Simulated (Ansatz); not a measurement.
Species: PN, net charge -1, doublet state. 
Geometry from a B3LYP-D3(BJ)/def2-TZVP (Ansatz, a quantum-chemistry and plane-wave program) optimisation:
```xyz
2

N      0.0000     0.0000    -1.0571
P      0.0000     0.0000     0.4933
```
Charge -1, spin multiplicity 2.

Basis-set convergence of Hartree-Fock and CCSD correlation energies (hartree) with Ansatz. Valence correlation only, unless marked. Open shells are spin-unrestricted. No spin-orbit coupling. Non-relativistic.

The UHF reference is spin-contaminated (<S^2> 0.38 over the pure value in the largest basis). The T1 diagnostic of CCSD in the largest basis is 0.078, which is high, so the coupled-cluster rows are less sure than usual.

```
basis            functions       E(HF)  E(corr, CCSD)
---------------  ---------  ----------  -------------
aug-cc-pV(D+d)Z         55  -395.15467       -0.30561
aug-cc-pV(T+d)Z        101  -395.17777       -0.35717
aug-cc-pV(Q+d)Z        169  -395.18383       -0.37357
```

Extrapolating the two largest sets (X = 3 and 4) as X^-3: E(corr) = (64·(-0.37357) - 27·(-0.35717))/37 = -0.3855 Eh, an estimate of the basis-set limit. The largest set recovers 96.9 % of it, the smallest 79.3 %.
